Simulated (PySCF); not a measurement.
Frontier orbitals and the lowest excitations

Compound: C₅H₁₃NSi₄.
SMILES with atom numbers: `[SiH3:1][SiH2:2][SiH2:3][SiH2:4][c:5]1[cH:6][cH:7][cH:8][cH:9][n:10]1` (hydrogens: H11, H12, H13 on Si1; H14, H15 on Si2; H16, H17 on Si3; H18, H19 on Si4; H20 on C6; H21 on C7; H22 on C8; H23 on C9)

Cartesian coordinates in Å at the PBE0-D3(BJ)/def2-SVP level; atoms count from 1:
```
atom  x, y, z in Å
Si1   -2.277    1.775   -0.175
Si2   -2.271   -0.198    1.094
Si3   -1.865   -2.028   -0.322
Si4   -0.117   -1.461   -1.779
C5     1.108   -0.422   -0.768
C6     2.492   -0.628   -0.764
C7     3.300    0.184    0.030
C8     2.701    1.179    0.797
C9     1.315    1.316    0.734
N10    0.543    0.542   -0.021
H11   -3.652    2.375   -0.187
H12   -1.354    2.803    0.397
H13   -1.900    1.495   -1.594
H14   -3.608   -0.414    1.743
H15   -1.254   -0.152    2.188
H16   -1.493   -3.255    0.456
H17   -3.099   -2.338   -1.113
H18    0.604   -2.648   -2.339
H19   -0.632   -0.644   -2.921
H20    2.930   -1.420   -1.376
H21    4.383    0.039    0.052
H22    3.292    1.839    1.436
H23    0.802    2.084    1.325
```

Method: TDDFT B3LYP/def2-SVPD, vertical, gas phase, core orbitals frozen in the response in PySCF.

Kohn–Sham orbitals with the atoms that hold most of them (Löwdin shares over 4%, at most four atoms; ? is withheld):

```tsv
orbital	ε (eV)	atoms
LUMO+2	-0.34	Si4 18%, Si2 17%, Si3 16%, Si1 11%
LUMO+1	-1.23	C6 21%, C9 20%, C8 13%, C5 12%
LUMO	-1.63	N10 21%, C7 20%, C5 16%, C8 14%
HOMO	-7.18	?
HOMO-1	-7.34	?
HOMO-2	-7.61	N10 12%, C5 12%, C8 11%, C9 10%
HOMO-3	-8.05	Si2 16%, Si1 12%, N10 8%, Si4 8%
```

Question: Which atoms hold the HOMO-1, and with what shares?

Answer: Si3 (bonded to 2 Si and 2 H) 26%; Si2 (bonded to 2 Si and 2 H) 21%; Si4 (bonded to C, Si and 2 H) 14%; Si1 (bonded to Si and 3 H) 6%.

Question: Give the leading atoms of the HOMO.

Answer: N10 (bonded to 2 C) 33%; Si1 (bonded to Si and 3 H) 11%; Si2 (bonded to 2 Si and 2 H) 10%; C5 (bonded to C, N and Si) 9%. By element: nitrogen 33%, silicon 21% or more, carbon 9% or more.

Question: How does S1 compare with the orbital gap of 5.55 eV?

Answer: S1 is at 4.42 eV (f = 0.0053), 1.13 eV below the gap, made of HOMO→LUMO (90%). 

Question: One configuration dominates each of S1, S2, S3, S4 and S5. Which, and how do the shares of the two leading atoms of either orbital change from the occupied to the empty one?

Answer: 
- S1 (4.42 eV, f 0.0053), HOMO→LUMO (90%): N10 33% → 21%, Si1 11% → at most 14%, C7 at most 10% → 20%
- S2 (4.79 eV, f 0.0006), HOMO→LUMO+1 (90%): N10 33% → at most 12%, Si1 11% → at most 12%, C6 at most 10% → 21%, C9 at most 10% → 20%
- S3 (5.03 eV, f 0.049), HOMO-1→LUMO (95%): Si3 26% → at most 14%, Si2 21% → at most 14%, N10 at most 6% → 21%, C7 at most 6% → 20%
- S4 (5.22 eV, f 0.023), HOMO-2→LUMO (78%): N10 12% → 21%, C5 12% → 16%, C7 at most 11% → 20%
- S5 (5.45 eV, f 0.017), HOMO-1→LUMO+1 (85%): Si3 26% → at most 12%, Si2 21% → at most 12%, C6 at most 6% → 21%, C9 at most 6% → 20%

Hardware: one thread of an Arm Neoverse V1 (shared host). Cost: 13 min wall, 1.5 GiB resident at most.

One conformer stands for the species.
